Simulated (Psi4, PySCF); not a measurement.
Here is a job for Psi4.
```
memory 2 GB

molecule {
0 1
  Zr   -0.00000000    0.00000000    0.00000000
  Cl    1.79919529   -0.56519177   -1.22978742
  Cl    0.64651622    0.46587134    2.10568355
  Cl   -0.98544887    1.81277582   -0.90092002
  Cl   -1.46026264   -1.71345538    0.02502389
}

set basis def2-svp
set scf_type pk
set puream true
set d_convergence 1e-8
set dft_radial_points 99
set dft_spherical_points 590

energy('r2scan')
print_variables()
```

**Question.** Write the same job for PySCF.

**Answer.** This is not unique; one that fits is 
```python
from pyscf import gto, scf, dft

mol = gto.Mole()
mol.atom = '''
    Zr   -0.000000    0.000000    0.000000
    Cl    1.799195   -0.565192   -1.229787
    Cl    0.646516    0.465871    2.105684
    Cl   -0.985449    1.812776   -0.900920
    Cl   -1.460263   -1.713455    0.025024
'''
mol.basis = 'def2-svp'
mol.ecp = {'Zr': 'def2-svp'}
mol.charge = 0
mol.spin = 0
mol.verbose = 4
mol.build()

mf = dft.RKS(mol)
mf.xc = 'r2scan'
mf.grids.atom_grid = (99, 590)
mf.grids.prune = None
mf.kernel()
```

Both were run: Psi4 gave -1887.514173 Eh and PySCF -1887.514403 Eh, 0.230 mEh apart.
